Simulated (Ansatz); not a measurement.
This geometry of GaH6NO (9 atoms, charge 0, multiplicity 1) is a first-order saddle point.

Theory: RKS CAM-B3LYP-D4/def2-SVP in Ansatz 0.2.0.

```xyz
9
Properties=species:S:1:pos:R:3
Ga 0.089 0.311 -0.019
O -0.180 -0.015 1.953
H -1.027 -0.343 2.279
H 1.504 -0.210 -0.412
H -1.263 0.047 -0.759
N 0.119 2.082 0.861
H 1.002 2.588 0.919
H -0.615 2.753 0.639
H -0.129 1.145 1.834
```

(1) Which two structures does it join? (They come from a converged band through this point; their orientation in space is the band's.)

(2) How far does it lie above each of them?

Answers

(1) Bonds broken: N6–H9. Bonds formed: O2–H9.

First end point:

```xyz
9
Properties=species:S:1:pos:R:3
Ga -0.031 0.151 0.200
O -0.362 -0.222 1.967
H -0.870 -1.011 2.174
H 1.423 -0.184 -0.300
H -1.292 0.146 -0.745
N 0.149 2.151 0.861
H 1.076 2.568 0.785
H -0.541 2.811 0.506
H -0.054 1.949 1.847
```

Last end point:

```xyz
9
Properties=species:S:1:pos:R:3
Ga 0.108 0.431 -0.044
O -0.180 -0.071 2.024
H -1.055 -0.387 2.288
H 1.490 -0.207 -0.385
H -1.269 0.038 -0.681
N 0.141 2.155 0.751
H 1.027 2.656 0.768
H -0.584 2.816 0.479
H -0.179 0.928 2.095
```

(2) 0.64 eV above the first and 0.10 eV above the second. This is the barrier of this one path; another mechanism may lie lower. The orbitals stay closed-shell, which can raise the energy where a bond breaks towards radicals; this wasn't checked here.

Run time: 3.6 min on 2 threads of Intel(R) Xeon(R) Platinum 8259CL CPU @ 2.50GHz (Skylake/Cascade Lake) (shared host), peak memory 0.23 GiB.
